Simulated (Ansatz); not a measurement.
`FC(Cl)=C=C[SiH3]` + `CO[SiH](O)O` → `CO[SiH](O)O[SiH3]` + `C=C=C(F)Cl`  (ligand exchange at the Si–C bond)

Gas-phase electronic energies from Ansatz, PBE0-D4/def2-TZVP geometries. CCSD(T)/CBS is the MP2 limit (def2-TZVPP, def2-QZVPP) plus CCSD(T) − MP2 in def2-TZVPP, frozen cores. DFT in def2-TZVPP. One conformer a species, not always the lowest.

Problem. Is it downhill or uphill in electronic energy at CCSD(T)/CBS, and by how much? (Best estimate.)

Solution. The calculation gave: Downhill: ΔE = -96.6 kJ/mol.

Problem. What do these levels give: r2SCAN-D4, ωB97M-V, PBE0, MP2/def2-TZVPP, SCS-MP2/def2-TZVPP, CCSD/CBS(def2)? (An estimate is asked.)

Solution. Ansatz gave: r2SCAN-D4 -93.5, ωB97M-V -95.7, PBE0 -86.6, MP2/def2-TZVPP -94.7, SCS-MP2/def2-TZVPP -99.7, CCSD/CBS(def2) -100.0 kJ/mol.

Largest T1 diagnostic among the species: 0.013.

In def2-TZVPP, CCSD(T) changes the Hartree–Fock value by +20.1 kJ/mol (the triples alone add +3.5 kJ/mol) and MP2 by +21.7 kJ/mol. From PBE to PBE0 (25 % exact exchange), in def2-TZVPP and without D4, ΔE moves by −6.2 kJ/mol.
